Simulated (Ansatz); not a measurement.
A set of 12 reactions (bond dissociation), with CCSD(T)/CBS values in kJ/mol:

```csv
reaction,ΔE
`CN[SiH](N)O` → `[CH3]`• + `[NH][SiH](N)O`•,407.7
`C[CH2][MgH]` → H• + `C[CH2][Mg]`•,313.2
`[SiH3][SiH2][SiH2][SiH2][GeH3]` → `[SiH2][GeH3]`• + `[SiH2][SiH2][SiH3]`•,328.5
`S[SiH2][GaH2]` → `[GaH2]`• + `[SiH2]S`•,306.8
`C[O][GaH2]` → `[GaH2]`• + `C[O]`•,437.4
`O[SiH2]S[Si](O)(O)O` → `O[SiH2][S]`• + `O[Si](O)O`•,428.3
`CN([SiH2]O)[SiH2]Cl` → `C[N][SiH2]Cl`• + `O[SiH2]`•,487.6
`CC(O)(F)CF` → `C[C](F)CF`• + `[OH]`•,458.8
`[OH][Al]([OH])[Br]` → `[OH][Al][Br]`• + `[OH]`•,553.3
`CN[SiH](N)O` → `C[NH]`• + `N[SiH]O`•,469.9
`[SH][GeH2][Cl]` → `[Cl][GeH2]`• + `[SH]`•,352.5
`FC(F)OC(F)(F)F` → `F[C](F)OC(F)F`• + F•,549.3
```

Isolated molecules relaxed with PBE0-D4/def2-TZVP in Ansatz; ΔE leaves out vibrations. CCSD(T)/CBS adds triple-zeta CCSD(T) − MP2 to the extrapolated MP2 energy (def2 sets, frozen cores). This one scheme is used for every species, atoms too. Functionals use def2-TZVPP. B3LYP here is the variant with VWN-RPA as its local correlation; programs differ in this. Open shells (•) are unrestricted, without spin–orbit coupling. Spin–orbit coupling would lower the free atoms: a little for F. For Br, Ga, Ge, Mg outer-core shells are correlated without core-valence functions, so the limit isn't a true one: a few kJ/mol of doubt a bond, and 10 to 20 or more in all where bonds break to atoms. Scalar relativity is left out up to krypton. One conformer a species, not always the lowest.

Task: Give the mean, mean absolute and largest difference (level minus CCSD(T)/CBS, kJ/mol) for: PBE-D4, B3LYP-D4, ωB97X-V, ωB97M-V, B2PLYP, PBE, B3LYP, HF/def2-TZVPP, MP2/def2-TZVPP, SCS-MP2/def2-TZVPP, CCSD/def2-TZVPP, HF/def2-QZVPP, SCS-MP2/def2-QZVPP, HF/CBS(def2). (Best estimate.)

Result: Computed: 
```json
{"level": "PBE-D4", "mean": "-23.3", "mean absolute": "23.3", "largest": "-41.1"}
{"level": "B3LYP-D4", "mean": "-28.8", "mean absolute": "28.8", "largest": "-44.3"}
{"level": "ωB97X-V", "mean": "-7.8", "mean absolute": "8.3", "largest": "-23.5"}
{"level": "ωB97M-V", "mean": "-6.0", "mean absolute": "7.3", "largest": "-28.2"}
{"level": "B2PLYP", "mean": "-24.7", "mean absolute": "24.7", "largest": "-30.8"}
{"level": "PBE", "mean": "-31.7", "mean absolute": "31.7", "largest": "-57.3"}
{"level": "B3LYP", "mean": "-42.2", "mean absolute": "42.2", "largest": "-59.9"}
{"level": "HF/def2-TZVPP", "mean": "-135.9", "mean absolute": "135.9", "largest": "-181.7"}
{"level": "MP2/def2-TZVPP", "mean": "7.4", "mean absolute": "15.6", "largest": "-32.5"}
{"level": "SCS-MP2/def2-TZVPP", "mean": "-1.1", "mean absolute": "7.3", "largest": "-18.5"}
{"level": "CCSD/def2-TZVPP", "mean": "-22.9", "mean absolute": "22.9", "largest": "-28.1"}
{"level": "HF/def2-QZVPP", "mean": "-136.4", "mean absolute": "136.4", "largest": "-181.8"}
{"level": "SCS-MP2/def2-QZVPP", "mean": "7.1", "mean absolute": "9.1", "largest": "17.1"}
{"level": "HF/CBS(def2)", "mean": "-136.5", "mean absolute": "136.5", "largest": "-181.8"}
```

The largest T1 diagnostic in the set is 0.019, for `C[O]`• (customary mark 0.045).

CCSD(T)/CBS is a level of theory with its own doubt, and the functionals carry their triple-zeta basis error, so these figures describe this set and don't rank the functionals.
